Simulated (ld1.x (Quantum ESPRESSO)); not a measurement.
**ruthenium (Ru), TM: configuration errors across variants**

ld1.x (Quantum ESPRESSO) 7.5 input, shortened:

```
&input
   title='Ru', zed=44., rel=2, dft='PBE', iswitch=3,
   config='[Kr] 4d7.5 5s0.5 5p0', rel_dist='average'
 /
 &inputp
   pseudotype=2, tm=.true., lloc=0,
   nlcc=.true., rcore=1.10
 /
3
4P  2  1   6.00   0.00  1.35  1.35  0.0
4D  3  2   7.50   0.00  1.45  1.45  0.0
5S  1  0   0.50   0.00  2.05  2.05  0.0
 &test
   configts(1)='4p6 4d7.5 5s0.5 5p0'
 /
```

Open shells are filled in proportion to 2j + 1 (rel_dist='average').

All-electron excitation energies from the reference (eV): (1) 4p6 4d7 5s1 5p0 0.318; (2) 4p6 4d7 5s0 5p0 7.611; (3) 4p6 4d6 5s0 5p0 25.797; (4) 4p6 4d4 5s0 5p0 100.924; (5) 4p6 4d6 5s1 5p1 5.967; (6) 4p6 4d8 5s0 5p0 -0.016; (7) 4p6 4d6 5s1 5p0 10.431.

Errors AE − PS in meV (a dash: test not solved or not reliable):

| change | (1) | (2) | (3) | (4) | (5) | (6) | (7) | bound ghosts |
| --- | --- | --- | --- | --- | --- | --- | --- | --- |
| base | -11 | -8.8 | -124 | -1014 | -666 | -9.6 | -83 | none |
| wave 4d (bound): rc 1.45 bohr becomes 4d (bound): rc 1.12 bohr | -11 | -8.3 | -123 | -1015 | -665 | -10.0 | -82 | none |
| wave 4d (bound): rc 1.45 bohr becomes 4d (bound): rc 1.28 bohr | -11 | -8.6 | -124 | -1015 | -665 | -9.7 | -83 | none |
| wave 4d (bound): rc 1.45 bohr becomes 4d (bound): rc 1.44 bohr | -11 | -8.8 | -124 | -1014 | -666 | -9.6 | -83 | none |
| wave 4d (bound): rc 1.45 bohr becomes 4d (bound): rc 1.68 bohr | -11 | -8.8 | -124 | -1007 | -665 | -9.5 | -83 | none |
| wave 4d (bound): rc 1.45 bohr becomes 4d (bound): rc 1.82 bohr | -11 | -8.8 | -124 | -994 | -664 | -9.4 | -82 | none |
| wave 4d (bound): rc 1.45 bohr becomes 4d (bound): rc 2.00 bohr | -11 | -9.0 | -123 | -954 | -661 | -9.2 | -79 | none |
| wave 4d (bound): rc 1.45 bohr becomes 4d (bound): rc 2.20 bohr | -9.7 | -9.1 | -120 | -866 | -653 | -8.6 | -72 | none |

(1) Give the same row for: wave 4d (bound): rc 1.45 bohr becomes 4d (bound): rc 1.00 bohr.

## Answers

(1) -10, -7.6, -120, -1013, -663, -10, -80; bound ghosts: none.
